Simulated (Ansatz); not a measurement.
Geometry optimisation, RKS PBE0-D4/def2-SVP in Ansatz 0.2.0.

Input:

```yaml
crystal:
  periodic: [false, false, false]
  atoms:
    - { symbol: B, position_ang: [1.0921, -2.4875, 0.1682] }
    - { symbol: C, position_ang: [0.5454, -0.9965, 0.5954] }
    - { symbol: F, position_ang: [1.3252, -0.5434, 1.6115] }
    - { symbol: C, position_ang: [0.6807, -0.0049, -0.5916] }
    - { symbol: C, position_ang: [-0.08397, -0.497, -1.83445] }
    - { symbol: Si, position_ang: [0.61261, -2.02394, -2.69081] }
    - { symbol: H, position_ang: [2.1681, -2.5937, -0.2494] }
    - { symbol: H, position_ang: [0.3542, -3.352, 0.2342] }
    - { symbol: H, position_ang: [-0.4876, -1.0695, 1.0114] }
    - { symbol: H, position_ang: [0.37113, 0.94677, -0.32527] }
    - { symbol: H, position_ang: [1.787, -0.02201, -0.8928] }
    - { symbol: H, position_ang: [-0.12628, 0.31645, -2.57295] }
    - { symbol: H, position_ang: [-1.13353, -0.73506, -1.59796] }
    - { symbol: H, position_ang: [2.02824, -1.81309, -3.01811] }
    - { symbol: H, position_ang: [-0.11925, -2.29476, -3.90289] }
    - { symbol: H, position_ang: [0.47379, -3.20246, -1.81595] }
basis:
  gaussian: { orbitals: def2-SVP }
hamiltonian:
  xc: pbe0
  dispersion: d4
relax:
  f_tol: 0.015
  max_steps: 40
output:
  orbitals: {}
```

Launched with:

```bash
$ ansatz run input.yaml --threads 2 --pin off --max-ram 3072MiB --backend cpu --events-out ev --progress --plain --runs-dir out
```

**Question.** Where does it end, and by what steps?

**Answer.** The run converged. After 17 steps the energy has fallen by 0.932 eV; H15 moved furthest, 0.92 Å. Joined: B1–Si6, B1–H16.

| step | energy less start (eV) | largest force component (eV/Å) | accepted |
| --- | --- | --- | --- |
| 0 | 0.0000 | 3.693 | yes |
| 1 | -0.4048 | 1.102 | yes |
| 2 | -0.5440 | 0.393 | yes |
| 3 | -0.6310 | 0.729 | yes |
| 4 | -0.7244 | 0.675 | yes |
| 5 | -0.7930 | 0.340 | yes |
| 6 | -0.8357 | 0.285 | yes |
| 7 | -0.8681 | 0.298 | yes |
| 8 | -0.8489 | 0.840 | no |
| 9 | -0.8896 | 0.138 | yes |
| 10 | -0.9038 | 0.133 | yes |
| 11 | -0.9171 | 0.369 | yes |
| 12 | -0.9280 | 0.074 | yes |
| 13 | -0.9310 | 0.043 | yes |
| 14 | -0.9319 | 0.048 | yes |
| 15 | -0.9320 | 0.033 | yes |
| 16 | -0.9320 | 0.042 | no |
| 17 | -0.9321 | 0.007 | yes |

```xyz
16
Properties=species:S:1:pos:R:3
B 1.081 -2.460 -0.298
C 0.391 -1.170 0.385
F 0.982 -0.946 1.621
C 0.611 0.050 -0.499
C 0.155 -0.268 -1.922
Si 0.614 -2.036 -2.405
H 2.124 -2.166 -0.882
H 1.235 -3.483 0.330
H -0.692 -1.311 0.566
H 0.097 0.942 -0.106
H 1.691 0.269 -0.487
H 0.546 0.448 -2.662
H -0.945 -0.222 -1.999
H 1.844 -2.298 -3.197
H -0.520 -2.661 -3.162
H 0.275 -3.058 -1.154
```

The run took 98 s on 2 threads of Arm Neoverse V1, on a shared host, peak memory 0.39 GiB.
